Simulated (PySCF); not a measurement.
A structure optimised at PBE-D3(BJ)/def2-SVP, used in a PySCF frequency run:

```xyz
9

C     -1.6418     0.1894     0.0000
C     -0.1634    -0.0197     0.0000
Cl     0.3941    -1.6783     0.0000
C      0.7679     0.9545     0.0000
F      0.4169     2.2538     0.0000
H     -2.1065    -0.2764    -0.8937
H     -1.8702     1.2719     0.0000
H     -2.1065    -0.2764     0.8937
H      1.8551     0.7822     0.0000
```
Charge 0, spin multiplicity 1.

Problem. Write its SMILES, formula and point group.

Solution. C/C(Cl)=C\F, C3H4ClF, Cs

Problem. What are its rotational constants (standard atomic weights)?

Solution. 7.6744, 2.3871, 1.8421 GHz
